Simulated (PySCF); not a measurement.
A family of related molecules: cyclic III–V and III–VI dimers. Isolated molecules, 0 K electronic values unless said otherwise. Strings in code marks are SMILES.

The dipole moment from two functionals at the same geometries (CAM-B3LYP-D3(BJ)/def2-SVP), both in PySCF: PBE-D3(BJ)/def2-TZVP and TPSSh-D3(BJ)/def2-TZVP. 

| species | PBE-D3(BJ)/def2-TZVP (D) | TPSSh-D3(BJ)/def2-TZVP (D) |
|---|---|---|
| `[OH+]1[BH2-][OH+][BH2-]1` | 0.00 | 0.00 |
| `[BH2-]1[SeH+][BH2-][SeH+]1` | 0.03 | 0.03 |
| `[AlH2-]1[SH+][AlH2-][SH+]1` | 0.01 | 0.01 |
| `[NH2+]1[GaH2-][NH2+][GaH2-]1` | 0.01 | 0.01 |
| `[SeH+]1[GaH2-][SeH+][GaH2-]1` | 0.05 | 0.05 |
| `[InH2-]1[SbH2+][InH2-][SbH2+]1` | 0.00 | 0.00 |
| `[SeH+]1[InH2-][SeH+][InH2-]1` | 1.02 | 1.03 |

Over these rows, drawn at random from the members with no instability flagged (it was tested for open shells, ions and some series alone), PBE minus TPSSh-D3(BJ): mean 0.00 D, from -0.01 D to 0.00 D.
